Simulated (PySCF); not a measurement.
Here is a job for PySCF.
```python
from pyscf import gto, scf, dft

mol = gto.M(
    atom='''
B     0.00000000    0.00000000    0.00000000
''',
    basis='aug-cc-pvtz',
    charge=1,
    verbose=5,
)

mf = dft.RKS(mol)
mf.xc = 'pbe0'
mf = mf.density_fit(auxbasis='def2-universal-jkfit')
mf.kernel()
```

**Question.** What does this run give for the HOMO-LUMO gap, HOMO energy, total energy, number of basis functions?

**Answer.** 
```yaml
HOMO-LUMO gap: 8.83 eV
HOMO energy: -20.79 eV
total_energy: -24.300501 Ha
number_of_basis_functions: 46
```
